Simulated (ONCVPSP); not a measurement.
## Which change was made? (Ir, ONCV)

* Element: iridium (Ir)
* Generator: ONCVPSP 4.0.1
* Type: optimised norm-conserving Vanderbilt (ONCV)
* Functional: BLYP
* Relativity: scalar-relativistic
* Frozen core: [Xe]
* Valence charge: 23
* Reference configuration: 4f14 5d7.5 6s1.5
* Partial waves: 6s: rc 2.60 bohr, ncon 4, nbas 7, qcut 2.8 1/bohr, 2 projectors, debl 3.3 Ha; p scattering state at 0.19 Ha: rc 2.30 bohr, ncon 4, nbas 7, qcut 3.6 1/bohr, 2 projectors, debl 1.4 Ha; 5d: rc 2.45 bohr, ncon 3, nbas 7, qcut 6.6 1/bohr, 2 projectors, debl 2.9 Ha; 4f: rc 0.95 bohr, ncon 3, nbas 8, qcut 18.4 1/bohr, 2 projectors, debl 3.6 Ha
* Local potential: polynomial inside 0.70 bohr (lpopt 5, dvloc0 0 Ha)
* Core correction: none

Cutoffs, loose and tight: the cutoffs (Ha) at which the residual kinetic energy of the hardest occupied pseudo-wave falls to 1 and 0.1 mHa per electron. They do not see the model core or the augmentation charge, which bear on the density cutoff. Test errors are all-electron minus pseudo excitation energies from the reference, over the configurations 4f14 5d7 6s2; 4f14 5d7 6s1; 4f14 5d7 6s0; 4f14 5d6 6s0; variants that change the core or the reference have their own tests.

The base gives: outcome: generated; cutoff, loose: 145 Ha; cutoff, tight: 156 Ha; bound ghosts: s, p; GHOST(+) flags above zero: p, d; largest test error (meV): +83.

Question: After one change the result is: outcome: generated; cutoff, loose: 145 Ha; cutoff, tight: 156 Ha; bound ghosts: s, p, d; GHOST(+) flags above zero: p; largest test error (meV): +78. Which change was it?
A. core [Kr] 4d10 4f14 5s2, valence charge 15; reference 5p6 5d7 6s2; waves now 6s: rc 2.50 bohr, ncon 4, nbas 7, qcut 2.5 1/bohr, 2 projectors, debl 3.1 Ha; 5p: rc 1.55 bohr, ncon 5, nbas 9, qcut 10.6 1/bohr, 2 projectors, debl 0.8 Ha; 5d: rc 1.75 bohr, ncon 4, nbas 8, qcut 8.5 1/bohr, 2 projectors, debl 2.3 Ha; local potential polynomial inside 1.20 bohr (lpopt 5, dvloc0 2 Ha)
B. s: qcut 2.9; p: qcut 3.8; d: qcut 6.9; f: qcut 19.4
C. d: ncon 5, nbas 9

Answer: C. The others give: s: qcut 2.9; p: qcut 3.8; d: qcut 6.9; f: qcut 19.4 → outcome: failed: ERROR pspot: first pseudo wave function has node, program will stop | core [Kr] 4d10 4f14 5s2, valence charge 15; reference 5p6 5d7 6s2; waves now 6s: rc 2.50 bohr, ncon 4, nbas 7, qcut 2.5 1/bohr, 2 projectors, debl 3.1 Ha; 5p: rc 1.55 bohr, ncon 5, nbas 9, qcut 10.6 1/bohr, 2 projectors, debl 0.8 Ha; 5d: rc 1.75 bohr, ncon 4, nbas 8, qcut 8.5 1/bohr, 2 projectors, debl 2.3 Ha; local potential polynomial inside 1.20 bohr (lpopt 5, dvloc0 2 Ha) → outcome: generated, projector energies reset by the program; cutoff, loose: 38 Ha; cutoff, tight: 45 Ha; bound ghosts: s; GHOST(+) flags above zero: s; largest test error (meV): -59.
